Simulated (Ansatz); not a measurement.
CH6AlGa at its PBE0-D4/def2-TZVP geometry, where that method's forces vanish. Charge 0, multiplicity 1. The bonds changed during the relaxation, so this is another structure than the one it started from.

```xyz
9

C     1.5580    0.1108    0.1333
Ga   -2.8749   -0.2044   -0.2461
Al   -0.3780   -0.0269   -0.0323
H     1.8720    0.0028    1.1750
H     2.0586   -0.6669   -0.4495
H     1.9151    1.0799   -0.2252
H    -1.3374   -1.3486    0.3806
H    -1.2840    0.1006   -1.4468
H    -1.5293    0.9528    0.7109
```

Problem. What forces (eV/Å) does r2SCAN-D4/def2-TZVPP give on these atoms in the Gaussian-basis code of Ansatz? (An estimate is asked.)

Solution. Ansatz gave: 
```
C1  -0.041 -0.003 -0.004
Ga2  0.197  0.014  0.017
Al3 -0.072 -0.005 -0.006
H4   0.014  0.004 -0.027
H5   0.009  0.023  0.017
H6   0.013 -0.025  0.012
H7  -0.041  0.047 -0.023
H8  -0.043 -0.011  0.049
H9  -0.034 -0.044 -0.036
```
